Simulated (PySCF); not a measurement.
**Sulfur: a sound run and one with changed settings**

Sound run: S⁺ [Ne] 3s2 3p3, S²⁺ [Ne] 3s2 3p2. Calculation: PySCF 2.14, in cc-pVTZ-DK (5s4p2d1f, 34 functions); scalar relativity by spin-free X2C-1e. In the sound run the correlated levels freeze [Ne]. The sound run starts from symmetry-adapted Hartree-Fock orbitals and uses a fine grid where one is needed.

Changed run: no relativity, point nucleus. This setting is unsound on purpose.

```
species   method  sound run (hartree)  changed run (hartree)  converged
     S⁺      UHF           -398.25151             -396.88416        yes
     S⁺     MN15           -398.85656             -397.49183        yes
     S⁺   M06-2X           -398.81819             -397.45158        yes
     S⁺      MP2           -398.34127             -396.97394        yes
     S⁺  CCSD(T)           -398.36373             -396.99649        yes
    S²⁺      UHF           -397.41684             -396.04893        yes
    S²⁺     MN15           -397.99825             -396.63274        yes
    S²⁺   M06-2X           -397.96664             -396.59936        yes
    S²⁺      MP2           -397.48412             -396.11625        yes
    S²⁺  CCSD(T)           -397.50764             -396.13992        yes
```

Ionisation energy of S⁺:

| method | sound run (eV) | changed run (eV) |
| --- | --- | --- |
| UHF | 22.713 | 22.728 |
| MN15 | 23.356 | 23.377 |
| M06-2X | 23.172 | 23.190 |
| MP2 | 23.324 | 23.339 |
| SCS-MP2 | 23.138 | 23.153 |
| CCSD | 23.259 | 23.272 |
| CCSD(T) | 23.295 | 23.309 |

Most of the change in total energy is the relativistic energy itself. On top of that the contraction fixes the core shape for the Hamiltonian it was made with, so the changed run is not a good calculation with the other Hamiltonian either.

For comparison, NIST gives 23.338 eV between the lowest levels.
